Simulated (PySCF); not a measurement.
# Working with the constants of TeF

UHF-CCSD(T) constants of TeF, ²Π (doublet), unpaired electrons π ↑ (PySCF, scalar-relativistic core potentials, basis sets Te cc-pVDZ-PP with ECP28, F cc-pVDZ; masses 129.9062 and 18.9984 u):

```
ωe              : 611.8 cm⁻¹
ωexe            : 2.41 cm⁻¹
Be              : 0.2653 cm⁻¹
αe              : 0.00148 cm⁻¹
D (centrifugal) : 2e-07 cm⁻¹
De to Te + F    : 2.65 eV
```

(1) Give the vibrational terms G(v) and spacings up to v = 3.

(2) How well does the Morse estimate ωe²/(4ωexe) reproduce De, and what is D0?

Correlated steps freeze 5 core orbitals. Correlated levels converge slowly with the basis: in double zeta they bind strong bonds too weakly, by up to about 1 eV, and carry superposition errors of some tenths. These are scalar-relativistic numbers at best; spin–orbit coupling would shift them, the dissociation energy most. The state was picked by a PBE0 search and need not be the measured ground state.

Results:

(1) G(v) = ωe(v+½) − ωexe(v+½)².

| v | G(v) (cm⁻¹) | G(v) − G(v−1) | Bv (cm⁻¹) |
| --- | --- | --- | --- |
| 0 | 305 |  | 0.2646 |
| 1 | 912 | 607 | 0.2631 |
| 2 | 1514 | 602 | 0.2616 |
| 3 | 2112 | 597 | 0.2601 |

(2) It gives 4.81 eV, 182 % of the computed De. D0 = De − G(0) = 2.65 − 0.04 = 2.61 eV.
